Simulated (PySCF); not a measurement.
SMILES F[SiH2]S (H3FSSi) at its B3LYP/def2-SVP optimised geometry (Å):

```
6

Si    -0.8304    -0.2992     0.0000
F     -1.2671    -1.0275    -1.3845
S      1.3202    -0.2992     0.0000
H     -1.3878     1.0788     0.0000
H     -1.3900    -1.0788     1.1353
H      1.3900     0.3493     1.1884
```

Method: B3LYP/def2-TZVP (PySCF).

Map of the electrostatic potential (hartree/e), clipped to [-0.08, 0.12] on the plane z = 1.0 Å:

```
|...........................|
|.............::............|
|.........::::::::::........|
|.......:::::::::::::::.....|
|.....::::::::::::::::::....|
|....::::::::::::::::::::...|
|...::::::::--------::::::..|
|..:::::---------------::::.|
|.:::::--=========+++=--:::.|
|:::::--=+*****+*#@@@#+--:::|
|::::--=*#@@@@%#%@@@@@#=-:::|
|::::-=+%@@@@@@@@@@@@@@+=-::|
|:::-=+#@@@@@@@@@@@@@@@*=-::|
|:::-=+%@@@@@@@@@@@@@@@*=-::|
|:::-=*@@@@@@@@@@@@@@@@*=::.|
|:::-=*@@@@@@@@@@@@@@@%+-:..|
|:::-=*@@@@@@@@%%@@@@@+-:...|
|::::-#@@@@@@@%*++##*=-:....|
|..::-*@@@@@%#+--::::.......|
|...::=#@@@#+=-:..         .|
|....::=+*+=--:..           |
|.....:::--::::..           |
|.......:::::....           |
|................           |
|................          .|
|................          .|
|.................        ..|
```
Scale: ten equal steps from -0.019 (start of ' ') to 0.120 (end of '@'), in the order ' .:-=+*#%@'; x runs from -3.50 to 3.50, y from -3.50 (bottom) to 3.50 (top).
